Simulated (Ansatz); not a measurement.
Consider the ligand exchange at a Ge–O bond: `C[O][GeH]([F])[S]C` + H–F → `C[S][GeH]([F])[F]` + CH₃OH.

Isolated molecules relaxed with PBE0-D4/def2-TZVP in Ansatz; ΔE leaves out vibrations. CCSD(T)/CBS adds triple-zeta CCSD(T) − MP2 to the extrapolated MP2 energy (def2 sets, frozen cores). This one scheme is used for every species. Functionals use def2-TZVPP. B3LYP here is the variant with VWN-RPA as its local correlation; programs differ in this. For Ge outer-core shells are correlated without core-valence functions, which leaves a few kJ/mol of doubt a bond. Scalar relativity is left out up to krypton. One conformer a species, not always the lowest.

| level | ΔE (kJ/mol) |
| --- | --- |
| PBE0-D4 | -22.7 |
| B3LYP-D4 | -23.7 |
| B2PLYP | -26.5 |
| HF/def2-TZVPP | -36.3 |
| CCSD(T)/def2-TZVPP | -17.6 |
| HF/def2-QZVPP | -38.0 |
| MP2/def2-QZVPP | -13.7 |
| HF/CBS(def2) | -38.2 |

(1) What does CCSD(T)/CBS give? (An estimate is asked.)

Largest T1 diagnostic among the species: 0.012.

## Answers

(1) Computed: -16.0 kJ/mol. The listed levels differ from it by -6.7, -7.7, -10.5, -20.3, -1.6, -22.0, 2.3, -22.2 kJ/mol.

In def2-TZVPP, CCSD(T) changes the Hartree–Fock value by +18.7 kJ/mol (the triples alone add +2.8 kJ/mol) and MP2 by +22.3 kJ/mol. The D4 term adds +9.8 kJ/mol with B3LYP and +5.6 kJ/mol with PBE0; it sums over pairs of atoms, weighted by their polarisabilities, and B3LYP, whose exchange is more repulsive, gets the larger term.
